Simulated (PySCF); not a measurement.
C₂H₄GeN₂, SMILES N#C/N=[CH]\[GeH3].

The structure is a stationary point at PBE0-D3(BJ)/def2-SVP. The structure was generated by enumeration; whether it is a known compound was not checked.

Two levels are set side by side: PBE/def2-TZVP (PySCF) and CAM-B3LYP/def2-TZVP (PySCF). Same geometry, gas phase. Differences are taken from unrounded values.

```csv
quantity,PBE
orbital gap (eV),3.11
highest occupied level (eV),-6.66
lowest empty level (eV),-3.55
dipole moment (D),4.43
mean polarisability (bohr³),69.2
```

Problem. These are the PBE values. What does CAM-B3LYP give? (An estimate is asked for; the answer gives what the named calculation found.)

Solution. 
```tsv
quantity	CAM-B3LYP	PBE minus CAM-B3LYP
orbital gap (eV)	7.91	-4.81
highest occupied level (eV)	-9.32	2.66
lowest empty level (eV)	-1.41	-2.14
dipole moment (D)	4.82	-0.39
mean polarisability (bohr³)	65.8	3.4
```

PBE's occupied levels lie high since its potential decays too fast outside the molecule; exact exchange lowers them and widens the gap. PBE's more diffuse valence density responds more strongly to a field. Differences between two approximate levels are no errors against the true value.

Rough cost on one machine, each run with all the roots and properties that it gave: CAM-B3LYP against PBE within a factor of 2.
